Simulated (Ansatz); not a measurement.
Basis-set extrapolation for CH₈Si₃, SMILES `[SiH3]C1[SiH2][SiH2]1` (PBE0-D4/def2-TZVP geometry, frozen core, the Gaussian-basis code of Ansatz). Multiplicity 1, RHF reference.

```json
{"": "HF", "def2-TZVPP": "-909.306978", "def2-QZVPP": "-909.335612"}
{"": "MP2 correlation", "def2-TZVPP": "-0.551838", "def2-QZVPP": "-0.589192"}
{"": "CCSD(T) correlation", "def2-TZVPP": "-0.642309", "def2-QZVPP": "not run"}
```

Energies in hartree. Use E(X) = E(∞) + A·exp(−7.88·√X) for Hartree–Fock and E(X) = E(∞) + B·X^(−2.97) for correlation, with X = 3 and 4, and add CCSD(T) minus MP2 of the smaller set to the MP2 limit.

Problem. What is the CCSD(T) energy at the basis-set limit?

Solution. HF limit: -909.335612 + (-0.028634) × 0.13774 = -909.33956. MP2 limit: -0.589192 + (-0.037354) × 0.74074 = -0.61686. Higher-order term: -0.642309 − (-0.551838) = -0.09047. Total: -910.04689 hartree, 61.2 kcal/mol below CCSD(T)/def2-TZVPP.
